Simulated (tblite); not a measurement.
C₄HFN₂Se.
Numbering: `[CH:1]#[C:2][c:3]1[n:4][n:5][c:6]([F:7])[se:8]1` (hydrogens: H9 on C1)

Computed with GFN2-xTB (tblite), gas phase: L-BFGS steps from a force-field or distance-geometry start until the largest atomic force falls under 0.01 eV/Å.

Step 0: E = -616.9585 eV
```
atom  x, y, z in Å  |  force x, y, z in eV/Å
C1     -2.9802   -0.4729    0.1094    1.170   0.215  -0.114
C2     -1.7862   -0.2529    0.0520    1.341   0.035  -0.126
C3     -0.3345   -0.0294   -0.0065    0.186  -0.107  -0.446
N4      0.3684    0.7289    0.7814   -3.136  -0.105   0.855
N5      1.5915    0.8808    0.6890    4.472   1.675   0.918
C6      2.3936    0.3765   -0.1998   -2.090  -0.477  -0.046
F7      3.7338    0.5399   -0.3403   -2.514  -0.311   0.284
Se8     1.0554   -0.6980   -1.2649    0.086  -1.012  -1.322
H9     -4.0283   -0.6396    0.1546    0.484   0.086  -0.004
```

Step 1: E = -617.3528 eV
```
atom  x, y, z in Å  |  force x, y, z in eV/Å
C1     -2.9634   -0.4700    0.1077    1.017   0.183  -0.116
C2     -1.7670   -0.2524    0.0501    0.615  -0.125  -0.177
C3     -0.3319   -0.0310   -0.0128    0.682   0.180  -0.129
N4      0.3236    0.7274    0.7936    1.005   0.406   0.461
N5      1.6554    0.9047    0.7022   -1.009   0.825   1.207
C6      2.3638    0.3697   -0.2005   -1.062  -0.545  -0.422
F7      3.6978    0.5356   -0.3361   -2.166  -0.420   0.043
Se8     1.0567   -0.7124   -1.2837    0.101  -0.645  -0.853
H9     -4.0214   -0.6385    0.1545    0.817   0.143  -0.014
```

Step 2: E = -617.5787 eV
```
atom  x, y, z in Å  |  force x, y, z in eV/Å
C1     -2.9403   -0.4658    0.1052    0.098   0.013  -0.072
C2     -1.7497   -0.2543    0.0464    1.152  -0.008  -0.218
C3     -0.3195   -0.0285   -0.0173    0.866   0.473   0.280
N4      0.3241    0.7337    0.8058    0.932   0.106   0.030
N5      1.6618    0.9273    0.7272   -1.243  -0.181  -0.026
C6      2.3350    0.3581   -0.2078   -1.595  -0.010   0.425
F7      3.6484    0.5269   -0.3339   -1.367  -0.420  -0.175
Se8     1.0589   -0.7286   -1.3050    0.118  -0.151  -0.219
H9     -4.0052   -0.6356    0.1542    1.038   0.178  -0.025
```

Problem. Estimate the geometry and energy of step 3. (The exact step hangs on the optimiser's Hessian estimate; all steps are aligned on step 2, rigid shifts and turns removed.)

Solution. E = -617.8687 eV, largest force 2.999 eV/Å
```
atom  x, y, z in Å  |  force x, y, z in eV/Å
C1     -2.9000   -0.4586    0.0989    2.956   0.460  -0.217
C2     -1.6817   -0.2567    0.0340   -1.781  -0.396  -0.033
C3     -0.2747   -0.0109   -0.0170    0.422   0.300   0.361
N4      0.3335    0.7443    0.8279    0.365   0.134   0.033
N5      1.6602    0.9613    0.7642   -1.925  -0.999  -0.795
C6      2.2334    0.3399   -0.2036   -0.597   0.209   0.418
F7      3.5251    0.5004   -0.3348    0.016  -0.414  -0.543
Se8     1.0660   -0.7606   -1.3477    0.031   0.624   0.793
H9     -3.9481   -0.6258    0.1530    0.512   0.082  -0.017
```

The energy changes by -0.2901 eV. The first-order estimate −F·Δx gives -0.5581 eV and the mean of the old and new forces, exact on a quadratic surface, -0.2882 eV. The step makes an angle of 37° with the force vector and moves no atom by more than 0.126 Å.

What follows is the cost of the whole relaxation. Hardware: one thread of an Arm Neoverse V2, shared host with 48 logical CPUs at a one-minute load of 37. Cost: 0.14 s of wall time.
